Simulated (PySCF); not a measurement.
# Dipole moment and polarisability of `C=C[P@]1(=O)C(F)=C1[SiH3]`

C4H6FOPSi.
Cartesian coordinates in Å at the GFN2-xTB level; atoms count from 1:
```
atom  x, y, z in Å
C1     2.9113   -0.8576    0.1913
C2     1.7397   -0.3837    0.5837
P3     0.6889    0.4095   -0.6340
O4     1.1768    0.5055   -2.0114
C5    -0.4497    1.5631    0.1360
F6    -0.7936    2.7535    0.6112
C7    -1.0782    0.4144   -0.1519
Si8   -2.7980   -0.3346   -0.1101
H9     3.5986   -1.3414    0.8659
H10    3.2097   -0.7649   -0.8411
H11    1.3629   -0.4324    1.5929
H12   -2.9195   -0.9808    1.1982
H13   -2.8885   -1.3049   -1.1969
H14   -3.7610    0.7537   -0.2558
```

Level: B3LYP/def2-SVPD (PySCF), static field, nuclei fixed, core orbitals frozen in the response. The polarisability tensor in these axes (au):

```
x   135.63  -9.12  -4.26
y    -9.12  89.49   1.16
z    -4.26   1.16  83.06
```

Q: Give the principal values, the mean and the anisotropy Δα = √{½[(α1 − α2)² + (α2 − α3)² + (α1 − α3)²]}.

A: Principal values 82.69, 87.77 and 137.73 au; mean 102.73 au = 15.22 Å³ = 16.94 × 10⁻⁴⁰ C²·m²/J; Δα = 52.68 au (51 % of the mean).

Q: What is the dipole moment, and where does it point?

A: (-0.36, -2.10, 3.16) D, 3.81 D in size, pointing from the negative to the positive side. Measured along this direction, the outermost atoms are O4 at the negative end and H12 at the positive end.

Q: Give the principal axes and the span of the nuclei along them.

A: Largest value along (0.98, -0.19, -0.08), where the nuclei span 7.51 Å; middle along (0.19, 0.98, 0.07), 4.50 Å; least along (0.07, -0.08, 0.99), 3.67 Å. The response follows the extents in order.

Q: In TDDFT the mean static polarisability is Σ f/ω² over all singlet excitations (ω in hartree). How much of it do the 8 lowest give? Their energies (eV) and oscillator strengths: 4.73, 0.0490; 5.32, 0.0016; 5.52, 0.0675; 5.58, 0.0100; 6.11, 0.0038; 6.19, 0.0034; 6.47, 0.2343; 6.52, 0.0092.

A: They add up to 7.99 au, 7.8 % of the 102.73 au; the largest single term is 4.14 au, from the state at 6.47 eV. Terms in order: 1.62, 0.04, 1.64, 0.24, 0.08, 0.07, 4.14, 0.16 au. Higher excitations give the rest. The strengths listed sum to 0.379.

Q: Find the Langevin capture rate constant for NO+ (29.998 u) meeting this molecule (147.991 u), k = 2.342 × 10⁻⁹ cm³/s × √(α in Å³ / reduced mass in u).

A: The reduced mass is 24.94 u, so k = 1.83 × 10⁻⁹ cm³/s. The formula leaves out the permanent dipole, which adds to the capture rate.

Q: How large is μ²/3kT at 500 K beside α?

A: In Gaussian units μ²/3kT = 70.22 Å³ against 15.22 Å³, a ratio of 4.61; the Debye molar polarisation (4π/3)N_A(α + μ²/3kT) is 215.5 cm³/mol, leaving out the vibrational part.

Isolated species at its GFN2-xTB geometry (one conformer only). GFN2-xTB frequencies show an imaginary mode (25i cm⁻¹), so this geometry is no minimum at that level.

These values come from a run that also computed excited states. The run took 45 s on an Arm Neoverse V1 with one thread, shared host with 32 logical CPUs at a one-minute load of 27, and the process peaked at 0.89 GiB of memory.
